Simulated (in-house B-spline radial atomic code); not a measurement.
Successive ionisation energies of hafnium; each step leads to the configuration of the next row (after the last: [Ne] 3s2). Dirac energy differences include first-order Breit, QED and recoil terms. NIST's values go from ground level to ground level; the uncertainty of those that are theory runs from under 0.1 % in few-electron ions to several per cent in heavy many-electron ones. Computed with an all-electron radial atomic-structure program (B-spline basis): Dirac-Hartree-Fock, jj configuration that fills j = l - 1/2 first, finite nuclei.

A number in brackets counts the electrons of a j subshell.

```csv
ion,configuration,ionisation energy (eV),tabulated value (eV),computed minus tabulated (eV),highest orbital,largest mean radius (bohr)
Hf46+,[Ar] 3d3/2(4) 3d5/2(4),3988.5,3984,5,3d5/2,0.20414
Hf47+,[Ar] 3d3/2(4) 3d5/2(3),?,?,?,?,?
Hf48+,[Ar] 3d3/2(4) 3d5/2(2),4242.1,4246,-4,3d5/2,0.20178
Hf49+,[Ar] 3d3/2(4) 3d5/2(1),4371.2,4372,-1,3d5/2,0.20062
Hf50+,[Ar] 3d3/2(4),4572.0,4573,-1,3d3/2,0.19947
Hf51+,[Ar] 3d3/2(3),4706.2,4703,3,3d3/2,0.19823
Hf52+,[Ar] 3d3/2(2),4842.0,4846,-4,3d3/2,0.197
Hf53+,[Ar] 3d3/2(1),4979.3,4980,-1,3d3/2,0.19578
Hf54+,[Ne] 3s2 3p6,5350.6,5350,1,3p3/2,0.19457
Hf55+,[Ne] 3s2 3p1/2(2) 3p3/2(3),?,?,?,?,?
Hf56+,[Ne] 3s2 3p1/2(2) 3p3/2(2),?,?,?,?,?
Hf57+,[Ne] 3s2 3p1/2(2) 3p3/2(1),5713.8,5713,1,3p3/2,0.19184
Hf58+,[Ne] 3s2 3p1/2(2),6147.7,6149,-1,3p1/2,0.19112
Hf59+,[Ne] 3s2 3p1/2(1),6283.8,6284,0,3p1/2,0.19036
```

(1) Fill in the row of Hf47+.

(2) Fill in the row of Hf55+.

(3) Fill in the row of Hf56+.

Results:

(1) ionisation energy (eV): 4114.6; tabulated value (eV): 4118; computed minus tabulated (eV): -3; highest orbital: 3d5/2; largest mean radius (bohr): 0.20296.

(2) ionisation energy (eV): 5470.8; tabulated value (eV): 5468; computed minus tabulated (eV): 3; highest orbital: 3p3/2; largest mean radius (bohr): 0.19352.

(3) ionisation energy (eV): 5591.8; tabulated value (eV): 5595; computed minus tabulated (eV): -3; highest orbital: 3p3/2; largest mean radius (bohr): 0.19257.
